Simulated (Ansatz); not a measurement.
Consider the cleavage of the Si–Si bond: `C[SiH2][SiH](Cl)Cl` + HCl → `Cl[SiH](Cl)Cl` + `C[SiH3]`.

Gas-phase electronic energies from Ansatz, PBE0-D4/def2-TZVP geometries. CCSD(T)/CBS adds triple-zeta CCSD(T) − MP2 to the extrapolated MP2 energy (def2 sets, frozen cores). This one scheme is used for every species. DFT in def2-TZVPP. One conformer a species, not always the lowest.

```tsv
level	ΔE (kJ/mol)
BLYP-D4	-87.2
r2SCANh-D4	-94.2
LC-ωPBE	-92.8
SCS-MP2/def2-TZVPP	-101.7
```

**Question.** What does CCSD(T)/CBS give? (Estimate.)

**Answer.** The calculation gave: -93.6 kJ/mol. The listed levels differ from it by 6.4, -0.6, 0.8, -8.1 kJ/mol.

Largest T1 diagnostic among the species: 0.010.

In def2-TZVPP, CCSD(T) changes the Hartree–Fock value by +18.4 kJ/mol (the triples alone add +1.7 kJ/mol) and MP2 by +9.3 kJ/mol. Leaving LDA and LC-ωPBE aside and taking each functional with its dispersion term where it has one, the values, not all of them listed here, spread over 19.8 kJ/mol, from ωB97M-V to PBE-D4. From PBE to PBE0 (25 % exact exchange), in def2-TZVPP and without D4, ΔE moves by −4.6 kJ/mol.
